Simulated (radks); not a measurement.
These are the eigenvalues of the occupied orbitals of an atom or ion with whole-number occupations (eV). Method: Dirac Kohn-Sham, PBE, spin-unpolarised, spherical densities, point nucleus; computed with a radial shooting solver on a logarithmic mesh with Libxc functionals.

| orbital | eigenvalue |
|---|---|
| 1s1/2 | -23033.97 |
| 2s1/2 | -3344.932 |
| 2p1/2 | -3097.451 |
| 2p3/2 | -2952.830 |
| 3s1/2 | -603.9393 |
| 3p1/2 | -507.0912 |
| 3p3/2 | -482.2131 |
| 3d3/2 | -310.7956 |
| 3d5/2 | -305.8898 |
| 4s1/2 | -90.0834 |
| 4p1/2 | -60.7401 |
| 4p3/2 | -56.8555 |
| 4d3/2 | -13.7909 |
| 4d5/2 | -13.3899 |

Which element is it, and in what charge state? The configuration may be excited. Open shells, if any, fill j = l - 1/2 first.

Answer. Z = 45, rhodium, charge +1: Rh+ in [Kr] 4d8. The list shows which subshells hold electrons but not how many an open one holds; the 1s level, -846.48 hartree, gives Z - s = 41.1 by -(Z - s)^2/2, which with screening and relativity narrows Z to a few neighbours, and the depths of the outer levels then fix element, charge and occupations together.
